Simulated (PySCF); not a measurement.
SMILES C=Cc1ccc(N)cc1 (C8H9N), singlet (GFN2-xTB optimised geometry):

```
18

C     -1.016    -3.029     0.003
C     -1.460    -1.777    -0.005
C     -0.661    -0.562     0.000
C     -1.307     0.677     0.001
C     -0.600     1.859     0.002
C      0.795     1.849     0.002
N      1.510     3.026     0.073
C      1.450     0.615     0.000
C      0.736    -0.562     0.000
H      0.032    -3.276     0.015
H     -1.695    -3.864    -0.001
H     -2.531    -1.606    -0.015
H     -2.388     0.709    -0.001
H     -1.122     2.806     0.002
H      2.476     2.984    -0.206
H      1.025     3.864    -0.204
H      2.531     0.594    -0.001
H      1.273    -1.497    -0.004
```

Calculation: B3LYP/def2-SVP run with PySCF.

Question: What are the frontier orbital energies and the dipole moment?

Answer: HOMO-2 -7.27 eV, HOMO-1 -6.92 eV, HOMO -5.26 eV, LUMO -0.56 eV, LUMO+1 -0.01 eV; dipole moment 2.58 D.

Meta-Löwdin charges at B3LYP/def2-SVP: C1 -0.24, C2 -0.08, C3 -0.02, C4 -0.09, C5 -0.16, C6 0.13, N7 -0.39, C8 -0.15, C9 -0.09, H10 0.09, H11 0.10, H12 0.09, H13 0.10, H14 0.09, H15 0.21, H16 0.21, H17 0.09, H18 0.10.
